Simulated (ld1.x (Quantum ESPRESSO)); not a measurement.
**What the settings do to the RRKJ potential of Si (Z = 14)**

Base potential:

| Item | Value |
| --- | --- |
| Element | Si |
| Generator | ld1.x (Quantum ESPRESSO) 7.5 |
| Type | norm-conserving RRKJ (Kleinman–Bylander form) |
| Functional | PBE |
| Relativity | non-relativistic |
| Frozen core | [Ne] |
| Valence charge | 4 |
| Reference configuration | 3s2 3p0 (charge +2) |
| Partial waves | 3s (bound): rc 1.50 bohr; 3p (bound, empty): rc 1.35 bohr |
| Local potential | all-electron potential smoothed inside 1.35 bohr (lloc = -1) |
| Core correction | Bessel-smoothed model core inside 0.65 bohr |
| rho0 | 0.02 |

Cutoffs, loose and tight: the cutoffs (Ry, on a coarse ladder) from which the occupation-weighted sum of valence levels, in a spherical-Bessel basis at the reference potential, stays within 10 and 1 mRy of its value at 400 Ry. They do not see the model core or the augmentation charge, which bear on the density cutoff. Test errors are all-electron minus pseudo excitation energies from the reference, over the configurations 3s2 3p2; 3s2 3p1; 3s1 3p0; 3s1 3p3; 3s1 3p2; 3s0 3p4; 3s2 3p2.3. A dash means not determined; rows that change the core or the reference have their own tests.

For the base: The cutoffs count occupied waves only; the empty 3p level needs 45 Ry at the loose tolerance.

A true bound ghost makes a file unfit for plane-wave use even where its test errors are small: the radial tests pick states by their node count and pass the ghost by.

Cutoffs are not given where the Bessel-basis levels miss the radial ones by over 6 mRy, ghosts where they miss by over 20 mRy; a channel whose overlap is not positive is not tested.

| change | outcome | cutoff, loose | cutoff, tight | bound ghosts | largest test error (meV) |
| --- | --- | --- | --- | --- | --- |
| base | generated | 30 Ry | 50 Ry | none | +36 |
| reference 3s2 3p1.5 | generated | 50 Ry | 70 Ry | none | +54 |
| functional revPBE | generated | 30 Ry | 50 Ry | none | +35 |
| core correction Bessel-smoothed model core inside 1.14 bohr | generated | 30 Ry | 50 Ry | none | +36 |
| core [He], valence charge 12; reference 2s2 2p6 3s2 3p2; waves now 2p (bound): rc 0.50 bohr; 2s (bound): rc 0.85 bohr; local potential the s channel; core correction none | generated, misses its reference levels by 0.43 eV | – | – | none | -2394 |
| type ultrasoft; waves now 3s (bound): rcut 1.30, rcutus 1.50 bohr; 3s channel at -1.65 Ry: rcut 1.30, rcutus 1.50 bohr; 3p (bound): rcut 1.15, rcutus 1.35 bohr; 3p channel at 0.3 Ry: rcut 1.15, rcutus 1.35 bohr; local potential all-electron potential smoothed inside 1.30 bohr (lloc = -1); augmentation built from norm-conserving waves at rcut, not smoothed further; rho0 0 | generated | 12 Ry | 25 Ry | s, p | -16 |
| all radii but the core radius scaled by about 1.40 (s 2.10, p 1.90 bohr); local potential all-electron potential smoothed inside 1.90 bohr (lloc = -1) | generated | 25 Ry | 40 Ry | none | +29 |
